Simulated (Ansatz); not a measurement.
Ansatz results at the PBE0-D4/def2-TZVP geometry: LUMO energy (PBE0/def2-TZVPP) -1.14 eV; HOMO energy (PBE0/def2-TZVPP) -8.02 eV; ideal-gas entropy at 298 K and 1 bar (rigid rotor, harmonic PBE0-D4/def2-TZVP) 366 J/(mol·K).

Each molecule was computed in one conformer, which needn't be the lowest.

Problem. Which molecule gave them?
A. `[NH2][Ga]([Cl])[Br]`
B. `[OH][Ga]([Br])[Br]`
C. `O=C=[N][Ga]([Cl])[Cl]`
D. `[GaH2][SeH]`

Solution. A. The others give `[GaH2][SeH]`: -1.58, -7.35, 291; `[OH][Ga]([Br])[Br]`: -1.76, -8.73, 358; `O=C=[N][Ga]([Cl])[Cl]`: -1.76, -9.21, 385.
